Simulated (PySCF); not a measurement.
Molfile (atoms numbered from 1):
```
H6O3Si3
     RDKit          3D

 12 12  0  0  0  0  0  0  0  0999 V2000
    0.8271    1.3067   -0.0211 O   0  0  0  0  0  0  0  0  0  0  0  0
    1.7346   -0.0533    0.2815 Si  0  0  0  0  0  4  0  0  0  0  0  0
    0.6981   -1.3536    0.2680 O   0  0  0  0  0  0  0  0  0  0  0  0
   -0.9409   -1.4853    0.0194 Si  0  0  0  0  0  4  0  0  0  0  0  0
   -1.5238    0.0445   -0.2734 O   0  0  0  0  0  0  0  0  0  0  0  0
   -0.7931    1.5378   -0.3160 Si  0  0  0  0  0  4  0  0  0  0  0  0
    2.3689    0.0620    1.6199 H   0  0  0  0  0  0  0  0  0  0  0  0
    2.7525   -0.2185   -0.7879 H   0  0  0  0  0  0  0  0  0  0  0  0
   -1.1956   -2.3465   -1.1637 H   0  0  0  0  0  0  0  0  0  0  0  0
   -1.5834   -2.0370    1.2401 H   0  0  0  0  0  0  0  0  0  0  0  0
   -1.3701    2.4038    0.7443 H   0  0  0  0  0  0  0  0  0  0  0  0
   -0.9720    2.1379   -1.6630 H   0  0  0  0  0  0  0  0  0  0  0  0
  1  2  1  0
  2  3  1  0
  3  4  1  0
  4  5  1  0
  5  6  1  0
  6  1  1  0
  2  7  1  0
  2  8  1  0
  4  9  1  0
  4 10  1  0
  6 11  1  0
  6 12  1  0
M  END
```

Geometry: PBE0-D3(BJ)/def2-SVP; GIAO shifts from PySCF 2.14.0 with density-fitted response routines, gas phase, non-relativistic, averaged over equivalent atoms.

At PBE0/pcSseg-1 (153 basis functions, 29 s wall time on 1 thread of an x86-64 server CPU, shared host):
| atoms | δ (ppm) |
| --- | --- |
| O1/O3/O5 | 84.0 |
| Si2/Si4/Si6 | -32.8 |
| H7/H8/H9/H10/H11/H12 | 5.22 |

Scale: ¹⁷O (334.56 ppm) against H2O; ²⁹Si (351.99 ppm), ¹H (31.27 ppm) vs TMS (reference shieldings calculated alike).

Estimate the result of repeating the calculation with HF/pcSseg-2.

Results:


| atoms | δ at HF/pcSseg-2 | change |
| --- | --- | --- |
| O1/O3/O5 | 61.4 | -22.6 |
| Si2/Si4/Si6 | -45.5 | -12.7 |
| H7/H8/H9/H10/H11/H12 | 4.62 | -0.60 |

Shifts are taken against calculated references (same method and geometry level): ¹⁷O (326.33 ppm) vs H2O; ²⁹Si (382.96 ppm), ¹H (31.68 ppm) against TMS.

The largest change is at O1/O3/O5 (oxygen bonded to 2 Si, in a 6-membered ring). Cost: 321 basis functions, 58 s wall time on 1 thread of an x86-64 server CPU, shared host.

Experimental scales use liquid or dissolved standards, which lie at an offset from isolated H2O (liquid H2O: subtract about 36 ppm).
